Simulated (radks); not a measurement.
Values are calculated unless marked as measured or tabulated.
Yb2+, configuration [Xe] 4f14 (the NIST ground configuration).

Code: a radial shooting solver on a logarithmic mesh with Libxc functionals. Model: non-relativistic Kohn-Sham, LDA (Slater exchange, Perdew-Wang correlation), spin-polarised, spherical densities, point nucleus; relativity is left out, which matters for an element this heavy.

Energy parts (eV):
| part | energy |
|---|---|
| total | -364288.93 |
| kinetic | 364148.00 |
| electron-nucleus | -866823.95 |
| Hartree | 145791.00 |
| exchange-correlation | -7403.98 |

Orbitals (lengths in bohr, moments of r in powers of bohr; r(90%) holds 90 % of the orbital's charge):
orbital  occ.  eigenvalue (eV)  r(90%)      <r^4>      <r>
1s          2        -56724.57  0.0385  9.920e-07  0.02166
2s          2        -9210.969   0.141  0.0001638  0.09177
2p          6        -8808.228   0.125  0.0001035  0.07768
3s          2        -2067.858   0.342   0.005860   0.2346
3p          6        -1883.422   0.334   0.005272   0.2244
3d         10        -1538.597   0.306   0.003659   0.1975
4s          2        -403.5171   0.758     0.1436   0.5275
4p          6        -328.5843   0.782     0.1619   0.5375
4d         10        -192.9879   0.847     0.2217   0.5630
5s          2         -59.9337    1.91      5.781    1.319
5p          6         -40.3075    2.21      10.18    1.495
4f         14         -21.8677    1.29      1.671   0.7420

The highest occupied level is 4f at -21.868 eV. Summed over all electrons, <r^2> = 36.77 bohr^2, which gives a Langevin (diamagnetic) susceptibility term of -29.1 x 10^-6 cm^3/mol. The density falls to 0.001 e/bohr^3 at r = 3.29 bohr. The electron density at the nucleus is 2.446e+05 e/bohr^3. Virial ratio -V/T = 2.00039.
